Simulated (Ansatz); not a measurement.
Born–Oppenheimer molecular dynamics of C2H9NOSi2 (15 atoms, charge 0, multiplicity 1). It starts from a relaxed structure.

The calculation used RKS PBE0-D4/STO-3G in Ansatz.

- ensemble: NVT, Langevin thermostat
- time step: 0.5 fs
- steps asked: 197
- set temperature: 700 K
- friction: 0.01 /fs
- seed: 688434

First frame:

```xyz
15
Properties=species:S:1:pos:R:3
C 0.715 -2.450 0.104
Si 1.496 -0.806 -0.330
Si -0.030 0.682 -1.058
N -1.284 0.938 0.208
C -1.345 2.134 0.705
O -2.276 2.440 1.702
H -0.043 -2.334 0.885
H 0.228 -2.902 -0.765
H 1.466 -3.157 0.470
H 2.179 -0.285 0.832
H 2.492 -1.011 -1.357
H 0.593 1.940 -1.424
H -0.722 0.181 -2.226
H -0.749 3.042 0.469
H -2.743 1.538 1.814
```

(1) How far do the bonds stretch over the last three quarters of this one trajectory? (Pairs bonded in most of those frames.)

## Answers

(1) 
```csv
bond,mean (Å),spread (Å),shortest,longest
C1–Si2,1.881,0.038,1.81,1.96
C1–H7,1.100,0.024,1.06,1.14
C1–H8,1.099,0.033,1.04,1.18
C1–H9,1.101,0.026,1.04,1.16
Si2–Si3,2.257,0.021,2.22,2.30
Si2–H10,1.453,0.054,1.35,1.55
Si2–H11,1.447,0.015,1.40,1.47
Si3–N4,1.798,0.050,1.71,1.89
Si3–H12,1.452,0.016,1.42,1.48
Si3–H13,1.447,0.022,1.40,1.50
N4–C5,1.295,0.017,1.26,1.33
C5–O6,1.403,0.043,1.33,1.49
C5–H14,1.116,0.033,1.04,1.18
O6–H15,1.025,0.020,0.98,1.07
```

Mean temperature of the second half: 393 K. The mean temperature of the second half is 44 % below the set value. A run of 0.099 ps of so small a system gives no equilibrium averages. Limits of this set-up: minimal basis.

Time of the run: 6.6 min on 1 thread of Intel(R) Xeon(R) Platinum 8488C (Sapphire Rapids), with other jobs on the host, peak memory 0.13 GiB.
